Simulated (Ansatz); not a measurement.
**A geometry optimisation of BGaH5N with B3LYP-D3(BJ)/def2-SVP**

The starting geometry of this gas-phase singlet was optimised with r2SCAN-D4.

```xyz
8

B    -0.0172   -2.1418    1.3401
Ga   -1.9992   -2.7386    0.3463
N    -0.7285   -0.8781    1.2725
H    -0.0354   -2.7419    2.3894
H     0.8087   -2.3693    0.4872
H    -1.2644   -0.4985    2.0465
H    -0.5914   -0.2012    0.5286
H    -3.1533   -1.6152    0.0591
```

**Question.** Predict what it relaxes into with B3LYP-D3(BJ)/def2-SVP.

**Answer.** It loosens into BH4N + GaH, which stay close as a complex. Contacts that open: B1–Ga2 (2.30 → 2.82 Å).

The energy falls by 0.11 eV over 10 steps:

```
step  E − E(last) (eV)
   1             0.114
   2             0.085
   3             0.080
   4             0.028
   5             0.013
   6             0.003
   7             0.000
   8             0.000
   9             0.000
  10             0.000
```

Final geometry (Å):

```json
{"atom": "B", "x (Å)": "0.1311", "y (Å)": "-2.0533", "z (Å)": "1.4233"}
{"atom": "Ga", "x (Å)": "-2.2676", "y (Å)": "-2.8814", "z (Å)": "0.2005"}
{"atom": "N", "x (Å)": "-0.6759", "y (Å)": "-0.9075", "z (Å)": "1.2905"}
{"atom": "H", "x (Å)": "0.0623", "y (Å)": "-2.6959", "z (Å)": "2.4403"}
{"atom": "H", "x (Å)": "0.9035", "y (Å)": "-2.3239", "z (Å)": "0.5389"}
{"atom": "H", "x (Å)": "-1.3085", "y (Å)": "-0.5766", "z (Å)": "2.0117"}
{"atom": "H", "x (Å)": "-0.6370", "y (Å)": "-0.2796", "z (Å)": "0.4941"}
{"atom": "H", "x (Å)": "-3.1885", "y (Å)": "-1.4664", "z (Å)": "0.0705"}
```

The end wasn't checked by frequencies. Run with Ansatz 0.2.0, 29 s on 1 thread of Arm Neoverse V1, on a shared host.
